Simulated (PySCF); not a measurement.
Compound: GeH7N2P.
Structure used (PBE0-D3(BJ)/def2-SVP), in Å, numbered top down from 1:
```
atom  x, y, z in Å
N1    -0.682    1.234    0.701
Ge2   -0.145   -0.042   -0.494
N3    -1.221   -1.473   -0.119
P4     2.013   -0.925   -0.372
H5    -0.303    2.162    0.539
H6    -0.550    0.986    1.678
H7    -0.294    0.626   -1.886
H8    -0.987   -2.329   -0.613
H9    -2.216   -1.288   -0.219
H10    2.043   -0.891    1.056
H11    2.637    0.354   -0.505
```

Level of theory: MP2 and CCSD/aug-cc-pVDZ in PySCF, restricted Hartree–Fock reference, frozen core, non-relativistic, gas phase, PBE0-D3(BJ)/def2-SVP geometry.

E(HF) = -2529.10050 Eh.

Question: How large is the problem?

Answer: 172 basis functions and 68 electrons; 16 orbitals frozen, which leaves o = 18 correlated occupied and v = 138 virtual orbitals. That is o·v = 2484 singles and o·v(o·v + 1)/2 = 3086370 distinct closed-shell doubles amplitudes before symmetry; the costliest CCSD step grows as o²v⁴ = 1.2 × 10^11.

Question: What are the MP2 and CCSD correlation energies?

Answer: MP2 -0.6324 Eh and CCSD -0.6837 Eh, which gives totals of -2529.73293 and -2529.78416 Eh. That is 0.517 eV for each correlated electron at CCSD (1795 kJ/mol in all, 0.027 % of the total energy); MP2 gives 92.5 % of the CCSD value.

Question: What is the T1 diagnostic?

Answer: 0.0116, below the customary warning level of 0.02. It is the norm of the spatial-orbital singles amplitudes over the root of the number of correlated electrons, so the norm is 0.070.

Question: How does correlation change the dipole moment?

Answer: HF gives 0.76 D and CCSD (unrelaxed density) 0.67 D, a change of -0.09 D; the two vectors are 7° apart.

No triples correction and no basis-set extrapolation were made.

One conformer stands for the species.
